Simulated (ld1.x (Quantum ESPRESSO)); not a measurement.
# Varying the TM semilocal potential for Tc (Z = 43)

Base potential:

ld1.x (Quantum ESPRESSO) 7.5 input, shortened:

```
&input
   title='Tc', zed=43., rel=1, dft='PZ', iswitch=3,
   config='[Kr] 4d5 5s0 5p0'
 /
 &inputp
   pseudotype=1, tm=.true., lloc=0,
   nlcc=.false.
 /
3
5P  2  1   0.00   0.00  2.75  2.75  0.0
4D  3  2   5.00   0.00  1.55  1.55  0.0
5S  1  0   0.00   0.00  2.10  2.10  0.0
 &test
   configts(1)='4d5 5s0 5p0'
 /
```

All-electron outer shells of the reference configuration (LDA (PZ), scalar-relativistic, ld1.x):

```csv
shell,level (eV),outermost node (bohr),outermost maximum (bohr)
4p,-61.73,0.51,1.03
4d,-22.74,0.50,1.27
5s,-18.73,1.27,2.49
5p,-13.24,1.43,2.97
```

Cutoffs, loose and tight: the cutoffs (Ry, on a coarse ladder) from which the occupation-weighted sum of valence levels, in a spherical-Bessel basis at the reference potential, stays within 10 and 1 mRy of its value at 400 Ry. They do not see the model core or the augmentation charge, which bear on the density cutoff. Test errors are all-electron minus pseudo excitation energies from the reference, over the configurations 4d5 5s2 5p0; 4d5 5s1 5p0; 4d4 5s0 5p0; 4d6 5s0 5p0; 4d3 5s0 5p0; 4d5 5s0 5p2; 4d5 5s0 5p1 (two spin-polarised tests are not counted in the largest error). A dash means not determined; rows that change the core or the reference have their own tests. The largest error is taken over the tests solved by every variant that gives reliable tests at all: 4d3 5s0 5p0; 4d4 5s0 5p0; 4d5 5s0 5p1; 4d5 5s0 5p2; 4d5 5s1 5p0; 4d5 5s2 5p0; 4d6 5s0 5p0.

A true bound ghost makes a file unfit for plane-wave use even where its test errors are small: the radial tests pick states by their node count and pass the ghost by. Where a test does run into it, the solver fails or the error is huge.

Cutoffs are not given where the Bessel-basis levels miss the radial ones by over 6 mRy, ghosts where they miss by over 20 mRy; a channel whose overlap is not positive is not tested.

In the semilocal form every listed channel keeps its own potential, so the choice of the local channel does not act on these tests. It acts once the file is put into the separable form.

A semilocal file is local in each channel, so a ghost entry of none says nothing of the separable form that plane-wave codes build from it.

A file whose overlap is not positive is unfit for use, and its test errors describe a broken file.

```tsv
change	outcome	cutoff, loose	cutoff, tight	bound ghosts	largest test error (meV)
base	generated	50 Ry	60 Ry	none	-172
wave 5p (bound): rc 2.75 bohr becomes 5p (bound): rc 2.44 bohr	generated	50 Ry	60 Ry	none	-172
all radii scaled by about 1.12 (s 2.36, p 3.08, d 1.74 bohr)	generated	45 Ry	55 Ry	none	-170
core correction a·sin(br)/r model core inside 0.62 bohr	generated	50 Ry	60 Ry	none	-753
reference 4d5.5 5s1.5 5p0	generated	50 Ry	60 Ry	none	+36
wave 5s (bound): rc 2.10 bohr becomes 5s (bound): rc 1.52 bohr	generated	50 Ry	60 Ry	s (extra level of the local part)	+290
wave 4d (bound): rc 1.55 bohr becomes 4d (bound): rc 1.58 bohr	generated	50 Ry	60 Ry	none	-172
type RRKJ, which also changes the form from semilocal to separable	generated	45 Ry	70 Ry	none	-429
functional PBEsol	generated	50 Ry	60 Ry	none	-218
reference 4d5 5s2 5p0	generated	50 Ry	60 Ry	none	+73
all radii scaled by about 0.83 (s 1.74, p 2.28, d 1.28 bohr)	generated	55 Ry	80 Ry	s (extra level of the local part)	+191
wave 5s (bound): rc 2.10 bohr becomes 5s (bound): rc 1.64 bohr	generated	50 Ry	60 Ry	s (extra level of the local part)	+548
type PAW, which also changes the form from semilocal to separable; waves now 5s (bound): rcut 1.85, rcutus 2.10 bohr; 5s channel at -0.65 Ry: rcut 1.85, rcutus 2.10 bohr; 5p (bound): rcut 2.40, rcutus 2.75 bohr; 5p channel at -0.15 Ry: rcut 2.40, rcutus 2.75 bohr; 4d (bound): rcut 1.35, rcutus 1.55 bohr; 4d channel at -1.05 Ry: rcut 1.35, rcutus 1.55 bohr; local potential all-electron potential smoothed inside 1.70 bohr (lloc = -1); core correction a·sin(br)/r model core, default radius (ld1.x builds one for every PAW set, though the input has nlcc=.false.); augmentation PSQ, radius 1.10 bohr	generated, overlap not positive	–	–	p (s not tested, overlap not positive)	test run stopped at test 1 of 9 (negative rho)
```
